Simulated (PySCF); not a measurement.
# A ladder of Hamiltonians for Kr¹⁸⁺ (krypton, charge +18)

Occupied: 1s1/2, 2s1/2, 2p1/2, 2p3/2, 3s1/2, 3p1/2, 3p3/2. Hartree-Fock calculated with PySCF 2.14 in an uncontracted even-tempered set (18 s from 0.8 bohr⁻², ratio 2.7; 13 p from 0.96 bohr⁻², ratio 2.7), Gaussian nucleus throughout. NR is non-relativistic, sf-X2C the spin-free one-electron X2C Hamiltonian, X2C adds the bare one-electron spin-orbit term, X2C-SNSO screens it by Boettger's factors, DC is four-component Dirac-Coulomb, and the Gaunt and Breit terms are added at first order (total energies over the DC spinors, levels after relaxing the spinors in that mean field). QED terms are absent. Levels marked empty are virtual spinors of this ion; the basis has s and p functions only, so 3d, which can lie below the n = 4 levels, is absent.

```
Hamiltonian  E (hartree)  E − E(DC) (hartree)  CPU seconds
         NR   -2577.1661              37.1996         0.44
     sf-X2C   -2613.6884               0.6773         0.25
        X2C   -2613.8889               0.4768         0.38
   X2C-SNSO   -2613.8669               0.4988         0.38
         DC   -2614.3657               0.0000           14
   DC+Gaunt   -2612.8228               1.5429           25
   DC+Breit   -2612.9674               1.3983           74
```

| level (eV) | NR | sf-X2C | X2C | X2C-SNSO | DC | DC+Gaunt | DC+Breit |
| --- | --- | --- | --- | --- | --- | --- | --- |
| 1s1/2 | -14837.8 | -15088.6 | -15088.2 | -15088.2 | -15097.2 | -15073.6 | -15075.2 |
| 2s1/2 | -2581.3 | -2641.3 | -2641.2 | -2641.2 | -2642.1 | -2640.2 | -2640.3 |
| 2p1/2 | -2396.1 | -2410.4 | -2450.1 | -2447.8 | -2448.0 | -2444.6 | -2445.0 |
| 2p3/2 | -2396.1 | -2410.4 | -2391.5 | -2392.5 | -2393.2 | -2390.8 | -2391.2 |
| 3s1/2 | -855.98 | -870.46 | -870.43 | -870.43 | -870.61 | -870.24 | -870.27 |
| 3p1/2 | -784.68 | -789.10 | -797.20 | -796.74 | -796.75 | -796.09 | -796.18 |
| 3p3/2 | -784.68 | -789.10 | -785.22 | -785.44 | -785.56 | -785.10 | -785.19 |
| 4s1/2 (empty) | -379.15 | -383.93 | -383.92 | -383.92 | -383.97 | -383.85 | -383.86 |
| 4p1/2 (empty) | -355.98 | -357.67 | -360.11 | -359.97 | -359.98 | -359.77 | -359.80 |
| 4p3/2 (empty) | -355.98 | -357.67 | -356.50 | -356.56 | -356.60 | -356.45 | -356.48 |

```tsv
interval (eV)	X2C	X2C-SNSO	DC	DC+Gaunt	DC+Breit
2p3/2 − 2p1/2	58.63	55.30	54.77	53.78	53.79
3p3/2 − 3p1/2	11.98	11.30	11.20	10.99	10.99
4p3/2 − 4p1/2	3.612	3.407	3.379	3.316	3.316
```

Weight of the small component: 1s1/2 0.0171, 2s1/2 0.00347, 2p1/2 0.00343, 2p3/2 0.00335, 3s1/2 0.00108, 3p1/2 0.00104, 3p3/2 0.00102, 4s1/2 0.000437, 4p1/2 0.000416, 4p3/2 0.000409.

Koopmans' value for the highest occupied level at DC+Breit: 785.19 eV, against an ionisation energy of 785.32 eV (semi-empirical (NIST evaluation); NIST Atomic Spectra Database, ionization energies); the former lacks relaxation, correlation, QED and recoil.

The whole ladder took 120 s of wall time on 1 thread of Neoverse-N1 (shared host), launched as `OMP_NUM_THREADS=1 python relrun2.py TASK.json OUT` (a driver that calls PySCF for each Hamiltonian).
